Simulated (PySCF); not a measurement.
I (iodine, neutral): UHF calculation

Configuration: [Kr] 4d10 5s2 5p5, 2P determinant. Calculation: PySCF 2.14, in aug-cc-pVQZ-DK3; the spin-free X2C one-electron Hamiltonian (Gaussian nucleus).

```
Total energy                                                  : -7112.381877 hartree
One-electron energy                                           : -9752.0366 hartree
Hartree (Coulomb) energy                                      : 2820.1031 hartree
Exchange energy                                               : -180.4484 hartree
⟨S²⟩                                                          : 0.7611
⟨L²⟩                                                          : 2.047
Sum of ⟨r⟩                                                    : 38.11 bohr
Sum of ⟨r²⟩                                                   : 61.97 bohr²
Traceless quadrupole moment −½Σ⟨3z² − r²⟩ along its main axis : 2.67 e·bohr²
Langevin diamagnetic susceptibility                           : -49.1 ×10⁻⁶ cm³/mol
```

```tsv
shell	electrons	mean orbital energy (eV)	spread (eV)	rms radius, mean of both spins (bohr)
1s α	1	-33327.0	0	0.0311
1s β	1	-33327.0	0	0.0311
2s α	1	-5248.9	0	0.127
2s β	1	-5248.9	0	0.127
2p α	3	-4707.9	0.091	0.113
2p β	3	-4707.8	0.033	0.113
3s α	1	-1102.2	0	0.334
3s β	1	-1102.1	0	0.334
3p α	3	-922.08	0.256	0.335
3p β	3	-921.98	0.017	0.335
3d α	5	-651.08	0.215	0.313
3d β	5	-651.04	0.141	0.313
4s α	1	-211.16	0	0.787
4s β	1	-210.97	0	0.787
4p α	3	-152.04	0.588	0.845
4p β	3	-151.82	0.020	0.845
4d α	5	-62.725	0.643	0.994
4d β	5	-62.571	0.351	0.994
5s α	1	-25.106	0	2.15
5s β	1	-22.673	0	2.15
5p α	3	-11.428	1.638	2.66
5p β	2	-10.416	0	2.66
```

Densities and radii are taken from the X2C orbitals without a picture-change correction, which distorts them close to the nucleus.

Spin-orbit constants ζ (cm⁻¹) from the X2C one-electron operator on these orbitals: bare nucleus, nucleus screened by l(l+1)(2l+1)/3 electrons, and screened by the Breit-Pauli mean field of the electrons.

```csv
shell,bare,screened nucleus,mean field
2p,1592000,1532000,n/a
3p,303500,292000,n/a
3d,46140,37440,n/a
4p,56430,54300,n/a
4d,6478,5256,n/a
5p,5033,4843,n/a
```

To first order the Landé constant is A = -4843 cm⁻¹, so the lowest level has J = 3/2 and lies 0.300 eV below the centre of the term. First order in ζ underestimates the shift of the j = l − 1/2 level at high Z.
